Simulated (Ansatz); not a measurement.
Calculated with Ansatz (gas phase, PBE0-D4/def2-TZVP geometries, no zero-point term in ΔE). CBS: MP2 limit from def2 TZ/QZ plus the TZ coupled-cluster correction, frozen cores. Elements past krypton have def2 core potentials. For Sn outer-core shells are correlated without core-valence functions, which leaves a few kJ/mol of doubt a bond. Each species was taken in one conformer, which may not be the lowest.

Reaction (formal exchange of groups at the Sn–H bond): `[NH2][SnH2][Cl]` + `CCCC(C(C)=O)C(C)=O` → `[CH3][SnH]([NH2])[Cl]` + `CCC(C(C)=O)C(C)=O`

`[NH2][SnH2][Cl]`:

```xyz
7

N    -0.922   -0.715   -0.630
Sn    0.543    0.507   -0.001
Cl    0.883    0.279    2.312
H    -1.825   -0.518   -0.219
H    -0.724   -1.697   -0.490
H     0.047    2.113   -0.240
H     1.998    0.030   -0.732
```

`CCCC(C(C)=O)C(C)=O`:

```xyz
24

C    -1.328   -1.505    1.990
C    -0.047   -1.755    1.209
C     0.725   -0.490    0.858
C    -0.036    0.470   -0.049
C     0.765    1.742   -0.325
C    -0.043    2.991   -0.508
O     1.967    1.720   -0.412
C    -0.382   -0.117   -1.419
C     0.703   -0.858   -2.144
O    -1.477    0.054   -1.894
H    -1.127   -0.930    2.899
H    -2.064   -0.953    1.401
H    -1.794   -2.446    2.289
H     0.612   -2.404    1.794
H    -0.285   -2.315    0.297
H     0.978    0.046    1.780
H     1.680   -0.738    0.392
H    -0.992    0.762    0.389
H     0.585    3.801   -0.874
H    -0.876    2.805   -1.192
H    -0.485    3.276    0.453
H     0.864   -1.832   -1.674
H     1.650   -0.315   -2.082
H     0.409   -1.008   -3.181
```

`[CH3][SnH]([NH2])[Cl]`:

Cartesian coordinates in Å:
```
C -0.407 -1.324 0.802
Sn 0.631 0.079 -0.408
N -0.433 1.766 -0.614
Cl 2.545 0.653 0.819
H 0.262 -2.145 1.060
H -0.730 -0.827 1.717
H -1.276 -1.714 0.271
H 1.232 -0.439 -1.918
H -1.351 1.775 -0.195
H -0.472 2.175 -1.535
```

`CCC(C(C)=O)C(C)=O`:

Z-matrix (Å, degrees):
```
C
C 1 1.519
H 1 1.094 2 112.0
H 1 1.093 2 111.2 3 119.9
H 1 1.092 2 111.0 3 -120.2
C 2 1.523 1 112.7 3 -60.6
H 2 1.092 1 111.2 3 62.6
H 2 1.094 1 109.7 3 178.9
C 6 1.528 2 111.9 1 -175.0
C 6 1.530 2 114.3 1 65.0
H 6 1.093 2 111.0 1 -53.8
O 9 1.205 6 121.2 2 -33.1
C 9 1.499 6 115.8 2 148.2
C 10 1.501 6 117.2 2 43.1
O 10 1.206 6 120.3 2 -139.4
H 13 1.093 9 110.2 6 46.4
H 13 1.095 9 109.0 6 -70.3
H 13 1.088 9 110.5 6 169.3
H 14 1.088 10 109.5 6 167.5
H 14 1.093 10 110.6 6 45.1
H 14 1.093 10 109.9 6 -72.7
```

```
                species  CCSD/def2-TZVPP energy (Eh)
      `[NH2][SnH2][Cl]`                   -730.47449
   `CCCC(C(C)=O)C(C)=O`                   -462.88837
`[CH3][SnH]([NH2])[Cl]`                   -769.71798
    `CCC(C(C)=O)C(C)=O`                   -423.65604
```

Task: Work out ΔE.

Result: ΔE = (-769.71798) + (-423.65604) − (-730.47449) − (-462.88837) = -0.01116 Eh = -29.3 kJ/mol. CCSD(T)/CBS gives -35.0 kJ/mol.

Largest T1 diagnostic among the species: 0.014.
